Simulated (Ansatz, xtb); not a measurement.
## Relative energy of two isomers of BFH2OSi

Structure X: `O=B[SiH2]F`, a singlet. Structure Y: `BO[Si]F`, a singlet. Both are isolated molecules in the gas phase, relaxed with B3LYP-D3(BJ)/def2-SVP; the shapes shown needn't be the lowest conformers.

X (Å):

```xyz
6

B    -1.0478   -0.4640   -2.4200
F     0.7958   -0.2770   -0.1404
O    -1.5890    0.0566   -3.3604
Si   -0.1685   -1.3670   -0.8653
H    -1.2029   -1.8208    0.0967
H     0.6552   -2.5020   -1.3500
```

Y (Å):

```yaml
atoms:
  - { symbol: B, position_ang: [-3.4016, 0.1136, -0.6708] }
  - { symbol: F, position_ang: [-0.9171, -2.3110, -1.9191] }
  - { symbol: O, position_ang: [-2.1714, -0.3220, -1.0015] }
  - { symbol: Si, position_ang: [-0.6227, -0.7914, -1.3879] }
  - { symbol: H, position_ang: [-3.8021, -0.0631, 0.4562] }
  - { symbol: H, position_ang: [-4.0686, 0.6754, -1.5082] }
```

Energies in hartree; the thermal terms are from B3LYP-D3(BJ)/def2-SVP harmonic frequencies (ideal gas, rigid rotor, one conformer each, 298.15 K, 1 atm) and include the zero-point energy:

```
                                X           Y
E, CCSD(T)/def2-TZVPP  −490.020708  −490.022005
    zero-point energy     0.027320     0.027850
         H(298 K) − E     0.033159     0.034215
         G(298 K) − E    −0.000728    −0.000944
```

Problem. Work out ΔE, ΔE₀, ΔH and ΔG for X → Y in kcal/mol (1 Eh = 627.51 kcal/mol) and the equilibrium ratio [Y]/[X].

Solution. 1. ΔE = −490.022005 − (−490.020708) = −0.001297 Eh = −0.81 kcal/mol.
2. ΔE₀ = ΔE + ΔZPE = −0.001297 + (+0.000530) Eh = −0.48 kcal/mol.
3. ΔH = ΔE + (+0.001056) Eh = −0.15 kcal/mol.
4. ΔG = ΔE + (−0.000216) Eh = −0.95 kcal/mol, so ΔS = (ΔH − ΔG)/T = +11.2 J/(mol K).
5. kT = 0.9442 mEh, so K = [Y]/[X] = exp(−ΔG/kT) = exp(+1.60) ≈ 5.

The two are too close for this level to say which is favoured. An error of 1 kcal/mol in ΔG would change K by a factor of 5.4. Mirror images and further conformers aren't counted.

As drawn, Y has 1 B–O, 1 O–Si, 2 B–H in place of 1 B=O, 1 B–Si, 2 Si–H.

Other levels gave ΔE = −2.4 (GFN2-xTB); −0.6 (HF/STO-3G, GFN2-xTB geometries); +1.9 (r2SCAN-D4/def2-SVP, GFN2-xTB geometries); −0.8 (B3LYP-D3(BJ)/def2-SVP); −5.1 (HF/def2-TZVPP); +1.5 (MP2/def2-TZVPP) kcal/mol. The correlated steps freeze 8 core orbitals. Programs: Ansatz 0.2.0, xtb 6.7.1.
